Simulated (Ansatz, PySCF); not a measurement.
Dimer: HCl (SMILES Cl) (first 2 atoms) with C2H6O (SMILES COC); geometry from B3LYP-D3(BJ)/def2-TZVP.
(charge 0, multiplicity 1):
```
atom    x (Å)    y (Å)    z (Å)
----  -------  -------  -------
Cl    -0.4248   0.4882   0.3549
H     -1.1121   0.8349  -0.6718
C     -0.1962  -1.2129   3.4789
O      0.7530  -0.2313   3.1250
C      0.5081   1.0073   3.7539
H     -1.2104  -0.9104   3.1889
H     -0.1842  -1.4081   4.5594
H      0.0666  -2.1263   2.9479
H     -0.4748   1.4087   3.4760
H      1.2802   1.6993   3.4218
H      0.5527   0.9152   4.8471
```

Interaction energies are E(AB) − E(A) − E(B) at the monomers' geometry in the complex; basis-set methods are counterpoise corrected.

Correlated levels freeze the cores. Rows in 6-31G* carry no dispersion term and start afresh at each structure (6-31G* with six Cartesian d functions).

Codes used: Ansatz (a quantum-chemistry and plane-wave program) with Gaussian orbitals; PySCF for 6-31G* rows, the dispersion terms. Each number belongs to the level named beside it.

Task: Predict the interaction energy from CAM-B3LYP-D4/def2-TZVPPD.

Result: -74 meV

Task: Predict the interaction energy from B3LYP/6-31G*.

Result: 17 meV

Task: Predict the interaction energy from B2PLYP/def2-TZVPPD.

Result: -29 meV
